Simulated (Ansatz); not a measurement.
Ansatz results at the PBE0-D4/def2-TZVP geometry: LUMO energy (PBE0/def2-TZVPP) -1.62 eV; HOMO energy (ωB97M-V/def2-TZVPP) -8.71 eV; LUMO energy (ωB97M-V/def2-TZVPP) 0.01 eV.

Question: Which molecule gave them?
A. `CC([SiH3])BCl`
B. `CSC#[C][AlH2]`
C. `NBC(F)F`
D. `FC1=NCO1`

Answer: B. The others give `CC([SiH3])BCl`: -1.35, -10.43, 0.59; `NBC(F)F`: -0.26, -11.05, 1.70; `FC1=NCO1`: 0.64, -10.74, 2.94.
